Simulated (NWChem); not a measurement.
Correlation energy of CF (+1)

```xyz
2

C      0.0000     0.0000     0.6921
F      0.0000     0.0000    -0.4614
```
Charge +1, spin multiplicity 1.

The numbers come from NWChem runs, not from measurements. Structure: optimised with PBE0/def2-SVP, a minimum by its harmonic frequencies.

Basis set: def2-QZVP. Each correlation energy counts from its own Hartree-Fock reference.

The correlated methods keep 2 core orbitals frozen. The structure started from a generated list of species. Coupled-cluster values serve here as a point of comparison, not as the truth.

Task: For the correlation energy, CCSD+T(CCSD) gives -401.7 mHa and CCSD gives -384.3 mHa. What do CCSD(T), MP2, SCS-MP2 give?

Result: CCSD(T): -400.0 mHa; MP2: -375.6 mHa; SCS-MP2: -372.5 mHa.
